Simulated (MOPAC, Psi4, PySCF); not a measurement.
Interaction energy of C2H6O ··· CHN (SMILES COC and C#N). Monomers: optimised at B3LYP-D3(BJ) (def2-TZVP), held rigid. Orientation: lowest of the rigid-body minima from ten starts at GFN2-xTB. The monomers approach along the line of their centres of mass (distance R); nothing else relaxes.

RHF/6-31G* = restricted Hartree-Fock/6-31G*, spherical d, no counterpoise correction (PySCF); RKS-B3LYP/6-31G* = PySCF with restricted B3LYP/6-31G*, spherical d, no counterpoise correction; PM7, restricted, heats of formation (MOPAC); SAPT0/jun-cc-pVDZ, frozen core (Psi4).

Interaction energies in kcal/mol; the last columns give the difference from SAPT0:

```csv
R / Å,RHF/6-31G*,RKS-B3LYP/6-31G*,PM7,SAPT0/jun-cc-pVDZ,RHF/6-31G* − SAPT0/jun-cc-pVDZ,RKS-B3LYP/6-31G* − SAPT0/jun-cc-pVDZ,PM7 − SAPT0/jun-cc-pVDZ
3.68,1.60,-1.09,2.59,-2.75,4.34,1.66,5.33
3.88,-3.84,-5.44,-1.40,-6.07,2.23,0.63,4.67
4.03,-5.42,-6.49,-2.67,-6.80,1.37,0.31,4.13
4.25,-5.89,-6.44,-3.25,-6.59,0.71,0.15,3.35
4.42,-5.57,-5.88,-3.17,-5.98,0.41,0.10,2.82
4.67,-4.80,-4.88,-2.71,-4.93,0.13,0.05,2.22
4.93,-3.97,-3.89,-2.18,-3.94,-0.02,0.05,1.77
5.23,-3.09,-2.89,-1.67,-3.04,-0.05,0.16,1.37
5.75,-1.92,-1.61,-1.09,-2.00,0.09,0.40,0.91
6.42,-1.11,-0.85,-0.74,-1.25,0.14,0.40,0.51
7.45,-0.61,-0.46,-0.53,-0.69,0.08,0.23,0.16
8.72,-0.34,-0.26,-0.30,-0.38,0.04,0.12,0.08
```

RHF/6-31G* is furthest from SAPT0/jun-cc-pVDZ at 3.68 (4.34 kcal/mol, above); its mean absolute difference over the points is 0.80 kcal/mol.

RKS-B3LYP/6-31G* is furthest from SAPT0/jun-cc-pVDZ at 3.68 (1.66 kcal/mol, above); its mean absolute difference over the points is 0.35 kcal/mol.

PM7 is furthest from SAPT0/jun-cc-pVDZ at 3.68 (5.33 kcal/mol, above); its mean absolute difference over the points is 2.28 kcal/mol.
